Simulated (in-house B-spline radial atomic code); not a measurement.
# Excitations of N³⁺ by several methods

Full response, energies in eV; labels give the largest channel, * marks a mixed state, a dash one above the method's threshold, and an imaginary frequency an unstable closed-shell reference. Computed with a B-spline radial code for spherical atoms: linear response of the closed shell [He] 2s2 with each method's own kernel (bare exchange for TDHF, static screening on G0W0 levels for BSE, the adiabatic kernel for functionals); scalar-relativistic (spin-free one-electron X2C), finite nucleus, no spin-orbit coupling, no double excitations, S, P, D and F terms only.

```json
{"method": "TDHF", "2s → 2p 3P": "4.106", "2s → 2p 1P": "14.702", "2s → 3s 3S": "44.86", "α (bohr³)": "2.23"}
{"method": "BSE on G0W0@HF", "2s → 2p 3P": "7.171", "2s → 2p 1P": "15.583", "2s → 3s 3S": "46.81", "α (bohr³)": "1.96"}
{"method": "LDA VWN5", "2s → 2p 3P": "?", "2s → 2p 1P": "?", "2s → 3s 3S": "?", "α (bohr³)": "?"}
{"method": "PBE", "2s → 2p 3P": "6.444", "2s → 2p 1P": "15.244", "2s → 3s 3S": "44.82", "α (bohr³)": "2.089"}
{"method": "PBE0", "2s → 2p 3P": "6.215", "2s → 2p 1P": "15.142", "2s → 3s 3S": "45.09", "α (bohr³)": "2.119"}
{"method": "B3LYP (VWN-RPA)", "2s → 2p 3P": "5.894", "2s → 2p 1P": "14.889", "2s → 3s 3S": "44.69", "α (bohr³)": "2.142"}
{"method": "CAM-B3LYP", "2s → 2p 3P": "5.945", "2s → 2p 1P": "14.912", "2s → 3s 3S": "44.41", "α (bohr³)": "2.139"}
{"method": "LC-wPBE", "2s → 2p 3P": "6.341", "2s → 2p 1P": "15.225", "2s → 3s 3S": "44.75", "α (bohr³)": "2.103"}
{"method": "wB97X", "2s → 2p 3P": "6.221", "2s → 2p 1P": "14.988", "2s → 3s 3S": "44.91", "α (bohr³)": "2.211"}
{"method": "HSE06", "2s → 2p 3P": "6.131", "2s → 2p 1P": "15.104", "2s → 3s 3S": "45.13", "α (bohr³)": "2.126"}
{"method": "BHandHLYP", "2s → 2p 3P": "5.403", "2s → 2p 1P": "14.779", "2s → 3s 3S": "44.74", "α (bohr³)": "2.176"}
{"method": "BLYP", "2s → 2p 3P": "5.781", "2s → 2p 1P": "14.971", "2s → 3s 3S": "44.32", "α (bohr³)": "2.12"}
{"method": "PBEsol", "2s → 2p 3P": "6.640", "2s → 2p 1P": "15.238", "2s → 3s 3S": "44.74", "α (bohr³)": "2.096"}
{"method": "BP86", "2s → 2p 3P": "6.454", "2s → 2p 1P": "15.211", "2s → 3s 3S": "45.28", "α (bohr³)": "2.108"}
{"method": "LDA exchange-only", "2s → 2p 3P": "5.814", "2s → 2p 1P": "15.105", "2s → 3s 3S": "43.60", "α (bohr³)": "2.095"}
{"method": "B97-1", "2s → 2p 3P": "6.939", "2s → 2p 1P": "15.138", "2s → 3s 3S": "45.11", "α (bohr³)": "2.126"}
{"method": "RPBE", "2s → 2p 3P": "6.447", "2s → 2p 1P": "15.370", "2s → 3s 3S": "44.70", "α (bohr³)": "2.093"}
{"method": "OLYP", "2s → 2p 3P": "?", "2s → 2p 1P": "?", "2s → 3s 3S": "?", "α (bohr³)": "?"}
```

Task: What does OLYP give?

Result: 2s → 2p 3P: 6.125; 2s → 2p 1P: 15.451; 2s → 3s 3S: 44.04; α: 2.109 (eV, bohr³).

Task: What does LDA VWN5 give?

Result: 2s → 2p 3P: 7.132; 2s → 2p 1P: 14.970; 2s → 3s 3S: 44.93; α: 2.102 (eV, bohr³).
